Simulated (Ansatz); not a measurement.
Mulliken charges of `C=[CH][GeH3]` from r2SCAN/def2-TZVPP in Ansatz (PBE0-D4/def2-TZVP geometry).

```csv
atom,x (Å),y (Å),z (Å),charge (e)
C1,-0.771,0.825,-1.091,-0.123
C2,0.064,0.755,-0.062,-0.202
Ge3,0.543,-0.914,0.799,0.159
H4,-1.239,-0.059,-1.514,0.073
H5,-1.027,1.772,-1.560,0.082
H6,0.503,1.674,0.321,0.080
H7,2.062,-1.151,0.713,-0.023
H8,-0.197,-2.061,0.091,-0.023
H9,0.151,-0.888,2.287,-0.023
```

**Question.** By hand: the dipole of these point charges (1 e Å = 4.8032 D).

**Answer.** Σ q r = (-0.013, -0.030, -0.010) e Å, of length 0.034 e Å = 0.16 D.

**Question.** How does the dipole of the full density compare? (Best estimate.)

**Answer.** Ansatz gave: (-0.037, 0.104, -0.062) e Å, 0.61 D; the point charges give 0.26 times that, at 118° from its direction.

Point charges leave out the atoms' own dipoles, such as those of lone pairs, and Mulliken's split depends on the basis, so the two needn't agree.
